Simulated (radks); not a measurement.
The numbers below are computed, except where a source is named.
Tc+, configuration [Kr] 4d5.5 5s0.5 (fractional occupations, a model configuration).

Level of theory: scalar-relativistic Kohn-Sham, PW91, spin-polarised, spherical densities, point nucleus; open shells are filled with parallel spins first (spin-orbit coupling, left out, can overturn this in heavy ions) (a radial shooting solver on a logarithmic mesh with Libxc functionals).

Energy parts (hartree):
part                        energy
total                  -4286.20410
kinetic                 4425.82310
electron-nucleus      -10320.64945
Hartree                 1737.65071
exchange-correlation    -129.02846

Orbitals (lengths in bohr, moments of r in powers of bohr; <r^-3> diverges for s and p1/2; r(90%) holds 90 % of the orbital's charge):
orbital  occ.  eigenvalue (hartree)      <r^4>  <r^-3>  r(90%)
1s up       1             -767.2141  6.518e-06       -  0.0614
1s down     1             -767.2141  6.518e-06       -  0.0614
2s up       1             -109.6315   0.001197       -   0.231
2s down     1             -109.6116   0.001197       -   0.231
2p up       3             -98.14741  0.0008575    2770   0.212
2p down     3             -98.13245  0.0008572    2770   0.212
3s up       1             -19.25490    0.06040       -   0.613
3s down     1             -19.24389    0.06031       -   0.613
3p up       3             -15.48618    0.06622   468.3   0.629
3p down     3             -15.47383    0.06606   468.1   0.628
3d up       5              -9.38584    0.07042   62.67   0.637
3d down     5              -9.36715    0.07002   62.66   0.636
4s up       1              -2.94351      2.480       -    1.55
4s down     1              -2.84210      2.425       -    1.54
4p up       3              -1.92085      4.054   68.81    1.75
4p down     3              -1.81008      3.980   70.41    1.74
4d up       5              -0.51147      24.20   4.787    2.71
4d down   0.5              -0.39429      30.89   4.713    2.86
5s up     0.5              -0.42338      167.8       -    4.45
5s down     0              -0.35115      209.7       -    4.72
5p up       0              -0.25543      458.2   5.456    5.78
5p down     0              -0.20390      570.2   4.308    6.03

The highest occupied level is 4d down at -10.729 eV. Spin moment in Bohr magnetons: 5.
